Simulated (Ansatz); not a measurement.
Born–Oppenheimer molecular dynamics of CH₁₀OSi₂ (14 atoms, charge 0, multiplicity 1). It starts from a rough guess of a transition structure, not a stationary point.

Level of theory: Ansatz 0.2.0, UKS r2SCANh-D4/STO-3G.

| Item | Value |
| --- | --- |
| ensemble | NVE (velocity Verlet) |
| time step | 0.5 fs |
| steps asked | 150 |
| starting velocities drawn for | 300 K |
| seed | 953065 |

Frames 5 fs apart, positions in Å, forces in eV/Å.

Velocities at 5.0 fs (Å/ps):

```
Si 2.41 2.14 0.36
Si 2.82 2.65 0.20
H -10.18 -3.75 37.46
H 30.70 -12.46 16.54
O -6.58 3.47 -3.27
H -20.39 -94.30 2.29
C -6.18 -5.28 0.51
H -10.92 6.69 -11.31
H -6.80 -2.69 -8.68
H -5.71 13.15 16.02
H 38.72 -22.13 -0.83
H 18.19 -14.55 -16.84
H -5.52 11.50 -4.54
H 4.40 -7.10 0.14
```

```xyz
14
Properties=species:S:1:pos:R:3:forces:R:3 time_fs=5.0 energy_less_start_eV=-0.512 T=630
Si -0.777 0.211 -0.493 2.52 1.99 -1.45
Si 0.406 -1.804 0.629 1.18 -1.57 -0.06
H 0.094 -0.207 -1.686 -1.07 -0.07 1.44
H -1.414 0.251 0.794 -0.36 -0.61 -0.04
O -2.064 0.937 -1.280 -1.21 0.97 -2.01
H 0.687 -0.235 0.486 -0.05 -1.56 0.34
C 0.826 1.379 0.320 -0.99 0.54 -1.74
H 1.583 -2.182 1.389 -0.15 0.03 0.10
H -0.717 -2.358 1.302 -0.46 0.27 0.73
H 0.434 -2.733 -0.491 0.28 0.59 -0.18
H -2.017 1.119 -2.330 0.79 -0.83 2.55
H 1.860 1.261 -0.082 -0.95 0.07 -0.10
H 0.354 2.262 -0.165 1.06 0.39 0.58
H 0.932 1.584 1.394 -0.58 -0.22 -0.16
14
Properties=species:S:1:pos:R:3:forces:R:3 time_fs=10.0 energy_less_start_eV=-1.242 T=1101
Si -0.759 0.237 -0.491 -0.64 5.37 3.16
Si 0.421 -1.810 0.634 -0.47 -8.60 2.44
H -0.005 -0.320 -1.475 0.74 -1.86 -1.94
H -1.326 0.085 0.841 -0.64 -0.87 -0.79
O -2.101 0.958 -1.299 0.69 -0.27 1.27
H 0.649 -0.566 0.504 1.34 5.23 -0.37
C 0.785 1.363 0.296 -2.56 1.20 -1.83
H 1.568 -2.179 1.386 0.42 -0.54 0.52
H -0.767 -2.307 1.321 0.42 0.64 0.06
H 0.441 -2.637 -0.508 0.21 -0.06 -1.00
H -1.752 0.962 -2.230 0.05 0.28 -1.39
H 1.762 1.193 -0.135 0.38 -0.46 -0.20
H 0.472 2.337 -0.097 0.45 0.54 0.24
H 0.885 1.507 1.379 -0.37 -0.61 -0.16
14
Properties=species:S:1:pos:R:3:forces:R:3 time_fs=15.0 energy_less_start_eV=-1.993 T=1586
Si -0.741 0.300 -0.472 -0.84 0.28 -0.90
Si 0.440 -1.867 0.655 3.66 0.52 0.33
H -0.084 -0.695 -1.493 -1.48 1.98 1.31
H -1.381 -0.251 0.718 -0.17 0.49 -0.73
O -2.124 0.976 -1.315 2.81 -0.49 -1.08
H 0.821 -0.327 0.521 -0.40 -4.83 0.86
C 0.702 1.374 0.234 0.79 2.41 -1.23
H 1.603 -2.286 1.470 -0.80 -0.39 -0.44
H -0.762 -2.136 1.376 -0.14 -0.31 0.10
H 0.493 -2.527 -0.677 -0.08 0.18 1.31
H -1.575 0.874 -2.208 -1.83 0.86 0.23
H 1.681 1.039 -0.213 -0.94 0.46 0.62
H 0.707 2.489 0.041 -0.60 -1.08 -0.14
H 0.754 1.304 1.330 0.04 -0.06 -0.23
14
Properties=species:S:1:pos:R:3:forces:R:3 time_fs=20.0 energy_less_start_eV=-2.335 T=1805
Si -0.733 0.370 -0.458 -4.42 -0.43 -2.09
Si 0.483 -1.931 0.682 -1.18 -6.71 2.22
H -0.409 -0.718 -1.318 1.15 0.39 -0.79
H -1.475 -0.480 0.447 0.16 1.37 0.80
O -2.113 0.988 -1.336 1.07 0.53 -0.34
H 0.974 -0.777 0.689 2.17 6.31 -0.08
C 0.624 1.422 0.158 0.84 -1.29 1.97
H 1.504 -2.507 1.488 0.22 -1.11 0.18
H -0.752 -2.015 1.436 0.36 -0.40 -0.35
H 0.532 -2.406 -0.636 -0.17 -0.87 -0.64
H -1.701 0.955 -2.278 -0.56 0.37 0.21
H 1.510 0.945 -0.215 0.94 0.02 -0.54
H 0.799 2.479 0.133 -0.84 0.90 -0.49
H 0.630 1.093 1.212 0.26 0.92 -0.06
14
Properties=species:S:1:pos:R:3:forces:R:3 time_fs=25.0 energy_less_start_eV=-2.508 T=1915
Si -0.761 0.437 -0.462 -4.69 -1.84 -4.06
Si 0.530 -2.026 0.726 3.97 1.20 1.28
H -0.499 -0.670 -1.326 1.78 0.11 -0.60
H -1.553 -0.414 0.362 -0.02 0.97 1.72
O -2.090 1.009 -1.360 -1.38 1.35 0.46
H 1.340 -0.631 0.866 -1.85 -3.29 -0.29
C 0.570 1.458 0.110 3.02 -0.11 1.06
H 1.399 -2.936 1.503 -0.56 0.30 -0.61
H -0.699 -1.982 1.436 -0.47 -0.12 -0.03
H 0.528 -2.442 -0.663 -0.23 -0.11 0.47
H -1.904 1.107 -2.344 0.89 0.00 -0.02
H 1.463 0.910 -0.296 -0.43 1.53 0.10
H 0.698 2.562 0.122 -0.56 -0.96 -0.48
H 0.567 1.075 1.124 0.53 0.97 0.99
14
Properties=species:S:1:pos:R:3:forces:R:3 time_fs=30.0 energy_less_start_eV=-4.003 T=2876
Si -0.826 0.489 -0.495 -0.39 -3.83 -2.31
Si 0.604 -2.120 0.782 -0.21 -2.48 0.27
H -0.223 -0.607 -1.465 -0.70 1.67 1.86
H -1.608 -0.109 0.614 0.78 0.56 -0.57
O -2.085 1.049 -1.380 -2.41 1.89 -2.28
H 1.404 -0.954 0.982 0.19 0.12 -0.03
C 0.561 1.487 0.091 0.10 0.36 2.10
H 1.198 -3.317 1.408 -0.05 0.91 -0.12
H -0.705 -1.980 1.407 0.47 0.04 -0.29
H 0.480 -2.519 -0.620 0.05 0.39 0.60
H -1.953 1.284 -2.390 0.76 -0.54 2.04
H 1.443 1.129 -0.397 1.01 0.05 -0.15
H 0.482 2.557 -0.001 -0.08 0.61 -0.35
H 0.621 1.280 1.182 0.47 0.24 -0.76
14
Properties=species:S:1:pos:R:3:forces:R:3 time_fs=35.0 energy_less_start_eV=-3.606 T=2622
Si -0.896 0.514 -0.546 2.22 0.71 4.33
Si 0.673 -2.236 0.840 -0.92 -0.67 0.40
H -0.043 -0.269 -1.283 0.17 -2.53 -1.39
H -1.516 0.298 0.770 -0.16 -1.01 -1.01
O -2.115 1.113 -1.414 -2.84 0.69 0.88
H 1.600 -1.187 1.129 0.27 0.05 -0.03
C 0.564 1.530 0.099 0.24 3.10 -2.47
H 0.991 -3.535 1.298 0.69 -0.41 0.80
H -0.640 -1.967 1.336 -0.07 0.31 0.41
H 0.435 -2.520 -0.507 0.23 0.30 -1.41
H -1.804 1.397 -2.279 0.91 0.74 -2.51
H 1.530 1.422 -0.483 -1.28 -0.38 0.89
H 0.246 2.577 -0.183 0.70 -0.58 0.82
H 0.781 1.548 1.161 -0.16 -0.30 0.28
14
Properties=species:S:1:pos:R:3:forces:R:3 time_fs=40.0 energy_less_start_eV=-2.763 T=2083
Si -0.944 0.539 -0.568 5.38 -0.11 2.22
Si 0.733 -2.364 0.897 1.14 1.07 -1.01
H 0.056 -0.343 -1.271 -2.13 -0.40 0.21
H -1.467 0.489 0.741 -1.12 -1.59 0.52
O -2.178 1.196 -1.463 1.34 1.78 -3.30
H 1.907 -1.297 1.282 -2.46 -2.49 -0.82
C 0.564 1.626 0.077 -1.85 1.33 -0.33
H 0.919 -3.765 1.335 0.21 1.03 0.06
H -0.563 -1.894 1.345 0.39 -0.04 0.45
H 0.465 -2.450 -0.585 0.87 0.08 1.46
H -1.582 1.540 -2.301 -2.05 -0.69 1.62
H 1.478 1.605 -0.462 1.07 -0.74 -1.12
H 0.142 2.576 -0.214 0.29 1.46 0.39
H 0.883 1.737 1.133 -1.06 -0.69 -0.35
14
Properties=species:S:1:pos:R:3:forces:R:3 time_fs=45.0 energy_less_start_eV=-3.977 T=2865
Si -0.953 0.565 -0.568 0.86 0.98 1.78
Si 0.797 -2.486 0.948 -5.10 -1.88 -0.72
H -0.249 -0.560 -1.262 -1.01 0.66 0.50
H -1.625 0.329 0.740 0.30 -0.57 -1.17
O -2.232 1.298 -1.541 0.63 -1.39 2.48
H 1.837 -1.829 1.308 4.71 3.00 1.74
C 0.536 1.753 0.032 -0.99 0.87 -2.25
H 0.904 -3.826 1.406 -0.07 -0.57 0.06
H -0.406 -1.832 1.455 0.49 -0.40 0.14
H 0.669 -2.366 -0.443 0.12 -0.40 -1.09
H -1.637 1.643 -2.235 0.92 1.18 -2.34
H 1.492 1.641 -0.572 -1.38 0.09 0.81
H 0.145 2.792 -0.140 0.66 -0.74 -0.11
H 0.788 1.770 1.093 -0.14 -0.81 0.18
14
Properties=species:S:1:pos:R:3:forces:R:3 time_fs=50.0 energy_less_start_eV=-3.729 T=2703
Si -0.954 0.600 -0.554 -2.76 2.32 -1.21
Si 0.840 -2.614 0.997 4.58 1.38 0.87
H -0.769 -0.682 -1.174 1.41 0.03 -0.64
H -1.746 0.045 0.538 0.33 0.97 0.34
O -2.265 1.390 -1.602 2.76 -0.09 0.22
H 2.266 -2.046 1.529 -3.04 -1.02 -1.04
C 0.481 1.888 -0.042 -2.14 -2.75 1.58
H 0.867 -3.973 1.479 -0.44 -0.10 -0.45
H -0.170 -1.835 1.613 -0.62 0.20 0.17
H 0.917 -2.368 -0.444 -0.39 -0.56 0.51
H -1.707 1.849 -2.390 -0.75 -0.96 1.58
H 1.355 1.670 -0.604 1.33 -0.14 -0.59
H 0.249 2.941 -0.099 -0.57 0.39 -0.39
H 0.646 1.648 1.038 0.31 0.34 -0.96
14
Properties=species:S:1:pos:R:3:forces:R:3 time_fs=55.0 energy_less_start_eV=-3.005 T=2235
Si -0.977 0.652 -0.551 -3.93 0.75 -4.38
Si 0.911 -2.732 1.052 0.82 0.03 0.91
H -0.978 -0.730 -1.204 2.12 1.60 -0.30
H -1.800 -0.031 0.413 -0.04 1.52 1.52
O -2.265 1.472 -1.647 0.78 -1.52 2.55
H 2.215 -2.392 1.590 -0.18 0.01 -0.05
C 0.397 1.978 -0.106 1.09 -2.81 -0.82
H 0.738 -4.144 1.454 -0.29 0.86 -0.60
H -0.022 -1.838 1.779 0.32 -0.69 -0.88
H 1.073 -2.492 -0.388 -0.64 -0.25 0.63
H -1.814 1.970 -2.401 1.11 0.02 -0.02
H 1.336 1.708 -0.672 -1.11 0.61 0.40
H 0.259 3.085 -0.129 -0.65 -1.18 0.03
H 0.582 1.569 0.881 0.59 1.04 1.00
14
Properties=species:S:1:pos:R:3:forces:R:3 time_fs=60.0 energy_less_start_eV=-4.520 T=3209
Si -1.032 0.714 -0.581 -2.96 2.48 -1.52
Si 0.986 -2.850 1.114 0.34 -0.75 0.78
H -0.722 -0.477 -1.308 1.06 -0.35 -0.08
H -1.832 0.229 0.573 0.73 0.64 -0.55
O -2.251 1.535 -1.658 0.85 -0.79 1.29
H 2.261 -2.739 1.708 0.79 0.07 0.25
C 0.322 2.009 -0.171 -0.06 -2.54 2.25
H 0.530 -4.176 1.309 -0.33 -0.60 0.19
H 0.148 -1.946 1.787 -0.77 0.73 0.17
H 1.098 -2.660 -0.260 -0.03 0.54 -1.39
H -1.714 2.051 -2.365 0.33 -0.41 0.52
H 1.210 1.840 -0.733 0.96 -0.07 -1.07
H 0.105 3.065 -0.171 -0.75 0.39 -0.22
H 0.626 1.725 0.868 -0.17 0.66 -0.63
```

Of the whole run (75 fs, mean temperature of the second half 2604 K): The conserved energy stayed within 0.68 meV per atom of its start (net change -0.16 meV per atom), so the integration is sound. The system heated up, since it started high on the potential surface and ran downhill. A run of 0.075 ps of so small a system gives no equilibrium averages. The orbitals stay closed-shell, which can raise the energy where a bond breaks towards radicals; this wasn't checked here. Limits of this set-up: minimal basis.

Run time: 8 min on 1 CPU thread of a shared host.
